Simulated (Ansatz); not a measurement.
A run of Ansatz (development build ahead of 0.2.0) on singlet Li4H4 at this shape:

```csv
atom,x (Å),y (Å),z (Å)
H,-0.8812,-0.9555,-0.9381
Li,-0.8962,-0.9585,0.9718
Li,-0.8733,0.9126,-0.9040
H,-0.9817,0.8957,0.9854
Li,0.9522,-0.9698,-0.9883
H,0.9422,-0.8921,0.9589
H,0.9239,0.9262,-0.9496
Li,0.9637,0.9319,0.9362
```

Its results:

```yaml
Converged: yes
Total_energy: -32.12791 hartree
Spin_squared_of_the_determinant: 0.000
```

Problem. Which input gives this output? Name the method, the orbitals and the basis set, and write the input.

Solution. RHF in def2-SVP. An unrestricted run that stays on the closed shell gives the same numbers.

```yaml
crystal:
  periodic: [false, false, false]
  atoms:
    - { symbol: H, position_ang: [-0.8812, -0.95552, -0.93807] }
    - { symbol: Li, position_ang: [-0.89615, -0.95845, 0.97185] }
    - { symbol: Li, position_ang: [-0.87328, 0.91262, -0.90399] }
    - { symbol: H, position_ang: [-0.98174, 0.89569, 0.98541] }
    - { symbol: Li, position_ang: [0.95223, -0.96979, -0.98829] }
    - { symbol: H, position_ang: [0.94217, -0.89212, 0.9589] }
    - { symbol: H, position_ang: [0.92387, 0.92616, -0.94958] }
    - { symbol: Li, position_ang: [0.96371, 0.93193, 0.93623] }
basis:
  gaussian: { orbitals: def2-SVP }
hamiltonian:
  xc: hf
```
